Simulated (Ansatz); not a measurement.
Start from `N[SiH](Cl)O[SiH3]` and change one atom or group to get `[SiH3]O[SiH](Cl)Cl`.

Ansatz, PBE0-D4/def2-TZVP geometries, multiplicity 1. Each molecule was computed in one conformer, which needn't be the lowest.

```csv
property,`N[SiH](Cl)O[SiH3]`
size of the dipole moment (PBE/def2-TZVPP) / D,1.64
HOMO–LUMO gap (PBE/def2-TZVPP) / eV,5.86
HOMO–LUMO gap (B3LYP/def2-TZVPP) / eV,7.70
HOMO energy (ωB97M-V/def2-TZVPP) / eV,-10.38
HOMO energy (PBE0/def2-TZVPP) / eV,-8.01
size of the dipole moment (B3LYP/def2-TZVPP) / D,1.58
```

What does the change do to each property? (Best estimate.)

Ansatz gave: 
| property | `[SiH3]O[SiH](Cl)Cl` | shift |
| --- | --- | --- |
| size of the dipole moment (PBE/def2-TZVPP) / D | 1.11 | -0.53 |
| HOMO–LUMO gap (PBE/def2-TZVPP) / eV | 6.74 | 0.88 |
| HOMO–LUMO gap (B3LYP/def2-TZVPP) / eV | 8.60 | 0.90 |
| HOMO energy (ωB97M-V/def2-TZVPP) / eV | -11.46 | -1.08 |
| HOMO energy (PBE0/def2-TZVPP) / eV | -9.18 | -1.17 |
| size of the dipole moment (B3LYP/def2-TZVPP) / D | 1.15 | -0.43 |

With PBE0 the HOMO falls by 1.17 eV and the LUMO falls by 0.28 eV, so the gap widens by about 0.89 eV. PBE moves the HOMO by -1.18 eV and ωB97M-V by -1.08 eV. The zero-point energy changes by -64.0 kJ/mol with -6 modes. Dipoles are sizes alone; their direction can turn.

B3LYP here is the variant with VWN-RPA as its local correlation; programs differ in this.
